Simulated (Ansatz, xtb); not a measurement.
**A geometry optimisation of C2H8AlClSi with r2SCAN-D4/def2-SVP**

The starting geometry of this gas-phase singlet was built from a drawn formula by distance geometry and a force field; its bonds are those of `[CH3][AlH][C@@H]([SiH3])Cl`.

```
atom    x (Å)    y (Å)    z (Å)
   C  -1.0536   2.8132   1.7039
   C   0.1138  -0.3256   0.9292
  Al   0.0845   1.6011   0.5268
  Cl   1.1622  -1.0748  -0.3621
  Si  -1.5424  -1.0327   0.8965
   H  -0.9605   3.8844   1.2868
   H  -0.6625   2.7854   2.7065
   H  -2.0602   2.4940   1.6791
   H   0.7980   2.2818  -0.7393
   H   0.5792  -0.4401   1.8855
   H  -2.4207  -0.4026   1.8757
   H  -2.1319  -0.8288  -0.4732
   H  -1.4606  -2.4982   1.1639
```

Question: Predict what it relaxes into with r2SCAN-D4/def2-SVP.

Answer: A new bond forms, giving a structure with Cl4 bridging Al3 and C2, given below by its coordinates. Contacts that close: Al3–Cl4 (3.02 → 2.48 Å).

The energy falls by 0.58 eV over 46 steps:

```csv
step,E − E(last) (eV)
1,0.577
6,0.232
11,0.229
16,0.227
21,0.225
26,0.220
31,0.138
36,0.008
41,0.001
46,0.000
```

Final geometry (Å):

```csv
atom,x (Å),y (Å),z (Å)
C,-0.3237,3.2262,1.6748
C,-0.6980,-0.1281,1.3490
Al,-0.6670,1.6800,0.5357
Cl,1.1349,-0.0017,0.8131
Si,-1.4551,-1.6449,0.5405
H,0.3158,3.9743,1.1758
H,0.1635,2.9496,2.6246
H,-1.2652,3.7448,1.9320
H,-1.0575,1.7596,-1.0003
H,-0.6525,-0.1849,2.4481
H,-2.8862,-1.6905,0.9746
H,-1.3841,-1.5148,-0.9427
H,-0.7795,-2.9123,0.9542
```

From the same start GFN2-xTB reaches the same bonding as this run.

No frequencies were run, so the end isn't proven a minimum. Run with Ansatz 0.2.0, 2.8 min on 2 threads of Intel(R) Xeon(R) Platinum 8259CL CPU @ 2.50GHz (Skylake/Cascade Lake) (shared host).
